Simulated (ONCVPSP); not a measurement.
What one change does to a pseudopotential (bismuth (Bi), ONCV)

| Property | Result |
| --- | --- |
| Element | Bi |
| Generator | ONCVPSP 4.0.1 |
| Type | optimised norm-conserving Vanderbilt (ONCV) |
| Functional | PBE |
| Relativity | fully relativistic |
| Frozen core | [Kr] 4d10 4f14 |
| Valence charge | 23 |
| Reference configuration | 5s2 5p6 5d10 6s1.75 6p3.25 |
| Partial waves | 5s+6s: rc 1.40 bohr, ncon 4, nbas 7, qcut 6.5 1/bohr, 2 projectors; 5p+6p: rc 1.50 bohr, ncon 4, nbas 8, qcut 9.2 1/bohr, 2 projectors; 5d: rc 1.20 bohr, ncon 4, nbas 8, qcut 7.3 1/bohr, 2 projectors, debl 3.9 Ha |
| Local potential | polynomial inside 0.90 bohr (lpopt 5, dvloc0 0 Ha) |
| Core correction | polynomial model core, fcfact 0.15 |

Open shells are filled in proportion to 2j + 1.

All-electron outer shells of the reference configuration (PBE, scalar-relativistic, ld1.x):

```tsv
shell	level (eV)	outermost node (bohr)	outermost maximum (bohr)
4d	-430.51	0.19	0.38
5s	-158.24	0.44	0.77
4f	-153.04	–	0.34
5p	-96.30	0.48	0.86
5d	-27.50	0.51	1.03
6s	-14.74	0.98	1.86
6p	-4.74	1.14	2.44
```

Change: all radii but the core radius scaled by about 0.84 (s 1.18, p 1.26, d 1.00 bohr); local potential polynomial inside 0.76 bohr (lpopt 5, dvloc0 0 Ha).

Cutoffs: the cutoffs (Ha) at which the residual kinetic energy of the hardest occupied pseudo-wave falls to 1 and 0.1 mHa per electron; they do not see the model core or the augmentation charge, which bear on the density cutoff. Errors are all-electron minus pseudo energies relative to the spin-unpolarised reference configuration.

What does the change do?

The potential gets harder (36 Ha and 78 Ha → 85 Ha and 104 Ha); a bound ghost appears in s, which as a rule spoils a file; the lowest positive-energy flag moves from s at 14.6 eV to p3/2 at 183.7 eV; of the 4 tests that both files solve, the error grows in 1 and shrinks in 1 by more than 15 % and 0.3 meV (median size 0.5 → 0.8 meV). A smaller radius makes the pseudo-wave follow the all-electron one further in, where it bends more sharply, so more plane waves are needed.

| quantity | base | changed |
| --- | --- | --- |
| cutoff, loose | 36 Ha | 85 Ha |
| cutoff, tight | 78 Ha | 104 Ha |
| loose cutoff by channel | s 36 Ha, p 27 Ha, d 26 Ha | s 85 Ha, p 37 Ha, d 27 Ha |
| bound ghosts | none | s |
| GHOST(+) flags under 300 eV | s at 14.6 eV, p3/2 at 270.8 eV | p3/2 at 183.7 eV, p1/2 at 264.1 eV |
| error for 5s2 5p6 5d10 6s2 6p3, meV [ΔE -2.43 eV] | -0.2 | -0.2 |
| error for 5s2 5p6 5d10 6s2 6p2, meV [ΔE 5.63 eV] | +0.2 | +0.4 |
| error for 5s2 5p6 5d10 6s2 6p1, meV [ΔE 21.05 eV] | +0.8 | +1.1 |
| error for 5s2 5p6 5d10 6s1 6p0, meV [ΔE 90.01 eV] | -8.0 | -1.3 |
| rms error of d²Exc/dni dnj with the model core, mHa | 2.19 | 2.12 |

 A true bound ghost makes a file unfit for plane-wave use even where its test errors are small: the radial tests pick states by their node count and pass the ghost by.
